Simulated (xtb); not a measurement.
C₂H₈OSSi, SMILES CO[SiH2]SC. All values are semi-empirical tight-binding results from xtb (GFN2-xTB unless named), good for trends rather than for accurate numbers. Coordinates come from a GFN2-xTB optimisation. The values are those of a single conformer.

**Question.** Estimate the properties. (An estimate is asked for; the answer gives what the named calculation found.)

**Answer.** 
The orbital gap is 4.31 eV. The zero-point energy is 60.4 kcal/mol. The G − E(el) at 298.15 K (modified RRHO) comes out as 39.2 kcal/mol and the static polarisability (D4 model) is 80.2 bohr³. The solvation energy, GFN2-xTB/ALPB(water) is -0.5 kcal/mol and the solvation energy, GFN2-xTB/ALPB(acetonitrile) is -4.7 kcal/mol.
